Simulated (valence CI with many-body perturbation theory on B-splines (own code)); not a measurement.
**Energy levels of Lu XXI**

Calculated by relativistic CI+MBPT: five valence electrons over a frozen Dirac-Fock core [Kr] 4d10, a basis of 7 s, 7 p, 7 d, 7 f, 4 g, 2 h functions for each j, with the one-electron correlation potential Σ1 (screened to all orders), the two-electron term Σ2, the three-electron term Σ3, Breit, model QED; selected single and double excitations, second order for the rest, scaled by the run's own slope (own B-spline code, finite nucleus).

No measured spectrum was set against this ion. As an estimate, terms of the open shell hold to a few per cent of their energy, and close levels can change places. Among the levels kept, up to 1000 cm⁻¹ of a level comes from second order outside the variational space, and about a tenth of that is noise between levels of different J, which matters for small intervals. Only levels of the ground parity were solved; by the run's estimate the other parity begins above the list, which can be wrong where configurations are misplaced.

Levels 46 to 90 of 194, with energies above the lowest level, 4f5 6H°_5/2. "Leading %" is the weight of the configuration and term that name the level; weights of strongly mixed levels are sums over their largest components and can fall short. In the jj column 3d3/2^4 stands for four electrons in 3d with j = 3/2. Lifetimes count E1, E2, E3, M1 and M2 decay at the calculated energies, and are blank where another channel may lead or the interval is too uncertain; long ones can be off by a factor of two.

```tsv
No.	Configuration	Term	J	E (cm⁻¹)	Leading %	Lifetime	g	Leading jj
46	4f5	4K°	15/2	75253	57	10.1 ms	1.049	4f5/2^2 4f7/2^3 (93 %)
47	4f5	4G°	11/2	75687	55	3.30 ms	1.179	4f5/2^2 4f7/2^3 (38 %)
48	4f5	4L°	19/2	76587	61	18.5 ms	1.117	4f5/2^2 4f7/2^3 (72 %)
49	4f5	6P°	7/2	76782	55	18.6 ms	1.551	4f5/2^2 4f7/2^3 (43 %)
50	4f5	4P°	3/2	77812	32	8.47 ms	1.642	4f5/2^3 4f7/2^2 (55 %)
51	4f5	4G°	11/2	77899	45	3.22 ms	1.180	4f5/2^3 4f7/2^2 (37 %)
52	4f5	4P°	1/2	78116	68	3.55 ms	1.838	4f5/2^2 4f7/2^3 (77 %)
53	4f5	4F°	9/2	79349	49	3.37 ms	1.229	4f5/2^2 4f7/2^3 (41 %)
54	4f5	4F°	9/2	80509	58	11.0 ms	1.148	4f5/2^3 4f7/2^2 (70 %)
55	4f5	4I°	15/2	81108	38	3.04 ms	1.047	4f5/2^2 4f7/2^3 (50 %)
56	4f5	4G°	9/2	81845	31	3.82 ms	1.015	4f5/2^3 4f7/2^2 (53 %)
57	4f5	2F°	5/2	82725	35	2.87 ms	1.040	4f5/2^2 4f7/2^3 (51 %)
58	4f5	2N°	19/2	83552	74	5.55 ms	0.991	4f5/2^2 4f7/2^3 (73 %)
59	4f5	2O°	21/2	85222	48	7.30 ms	1.020	4f5/2^3 4f7/2^2 (46 %)
60	4f5	4I°	15/2	85998	52	4.68 ms	1.120	4f5/2^3 4f7/2^2 (63 %)
61	4f5	4I°	11/2	86473	61	9.49 ms	1.017	4f5/2^3 4f7/2^2 (45 %)
62	4f5	4P°	5/2	86821	30	4.98 ms	1.402	4f5/2 4f7/2^4 (34 %)
63	4f5	2M°	17/2	86824	68	8.06 ms	0.993	4f5/2^2 4f7/2^3 (66 %)
64	4f5	4F°	3/2	87430	60	15.6 ms	0.645	4f5/2^3 4f7/2^2 (37 %)
65	4f5	4F°	7/2	87573	72	9.00 ms	1.205	4f5/2^2 4f7/2^3 (63 %)
66	4f5	2K°	13/2	87642	52	2.84 ms	0.984	4f5/2^2 4f7/2^3 (49 %)
67	4f5	2K°	13/2	89413	40	5.20 ms	1.054	4f5/2^2 4f7/2^3 (48 %)
68	4f5	4F°	5/2	89417	48	4.41 ms	1.163	4f5/2^2 4f7/2^3 (61 %)
69	4f5	2H°	9/2	90881	40	3.96 ms	0.950	4f5/2^2 4f7/2^3 (45 %)
70	4f5	2L°	17/2	93322	54	4.49 ms	1.074	4f5/2 4f7/2^4 (77 %)
71	4f5	2I°	11/2	94411	47	3.38 ms	0.995	4f5/2^3 4f7/2^2 (42 %)
72	4f5	4G°	5/2	94749	41	4.79 ms	0.840	4f5/2^3 4f7/2^2 (40 %)
73	4f5	2G°	7/2	95530	44	2.32 ms	0.889	4f5/2^3 4f7/2^2 (40 %)
74	4f5	4D°	1/2	95703	34	2.01 ms	1.035	4f5/2 4f7/2^4 (74 %)
75	4f5	2I°	13/2	96765	38	5.07 ms	1.071	4f5/2^3 4f7/2^2 (44 %)
76	4f5	2H°	11/2	96769	35	4.54 ms	1.052	4f5/2^3 4f7/2^2 (56 %)
77	4f5	2F°	7/2	97680	50	4.09 ms	1.049	4f5/2^2 4f7/2^3 (39 %)
78	4f5	2D°	3/2	97823	49	3.79 ms	1.168	4f5/2^2 4f7/2^3 (52 %)
79	4f5	2F°	7/2	99397	30	3.66 ms	1.007	4f5/2^2 4f7/2^3 (50 %)
80	4f5	2O°	23/2	100290	100	23.2 ms	1.041	4f5/2^2 4f7/2^3 (100 %)
81	4f5	2I°	11/2	100530	39	5.27 ms	0.992	4f5/2^2 4f7/2^3 (46 %)
82	4f5	2L°	15/2	100720	47	5.58 ms	1.046	4f5/2^2 4f7/2^3 (65 %)
83	4f5	4G°	9/2	101120	44	3.07 ms	1.048	4f5/2^2 4f7/2^3 (51 %)
84	4f5	2K°	13/2	101840	32	6.05 ms	1.055	4f5/2^2 4f7/2^3 (63 %)
85	4f5	2H°	11/2	103880	42	3.94 ms	1.117	4f5/2^2 4f7/2^3 (56 %)
86	4f5	2M°	19/2	104200	69	4.36 ms	1.046	4f5/2 4f7/2^4 (80 %)
87	4f5	4P°	3/2	104430	33	2.87 ms	1.292	4f5/2^4 4f7/2 (41 %)
88	4f5	2F°	7/2	105700	37	4.64 ms	1.001	4f5/2^2 4f7/2^3 (59 %)
89	4f5	2D°	5/2	105990	52	3.01 ms	1.090	4f5/2^2 4f7/2^3 (56 %)
90	4f5	2G°	9/2	106300	36	4.37 ms	1.029	4f5/2^2 4f7/2^3 (43 %)
```

Names give the largest LS component (configuration and term), which can be under half, so a name can repeat, a term be missing and a line seem to break the LS rules; names also repeat where a configuration has a term twice.

Where two levels of one J and parity lie close, their mixing, g and order are uncertain.
